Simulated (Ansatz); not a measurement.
Program: Ansatz. Geometries: PBE0-D4/def2-TZVP. ΔE: electronic, gas phase. CBS: MP2 limit from def2 TZ/QZ plus the TZ coupled-cluster correction, frozen cores. This one scheme is used for every species. Each species was taken in one conformer, which may not be the lowest.

`C=C=C([SiH3])Cl` + `F[SiH2][SiH2]Cl` → `F[SiH]([SiH3])[SiH2]Cl` + `C=C=CCl`  (formal exchange of groups at the Si–C bond)

```
                 species  MP2/def2-QZVPP energy (Eh)
       `C=C=C([SiH3])Cl`                  -865.81196
       `F[SiH2][SiH2]Cl`                 -1140.10532
`F[SiH]([SiH3])[SiH2]Cl`                 -1430.35152
               `C=C=CCl`                  -575.55688
```

(1) Work out ΔE.

Largest T1 diagnostic among the species: 0.012.

## Answers

(1) ΔE = (-1430.35152) + (-575.55688) − (-865.81196) − (-1140.10532) = 0.00888 Eh = +0.24 eV. CCSD(T)/CBS gives +0.14 eV.

From PBE to PBE0 (25 % exact exchange), in def2-TZVPP and without D4, ΔE moves by +0.03 eV.
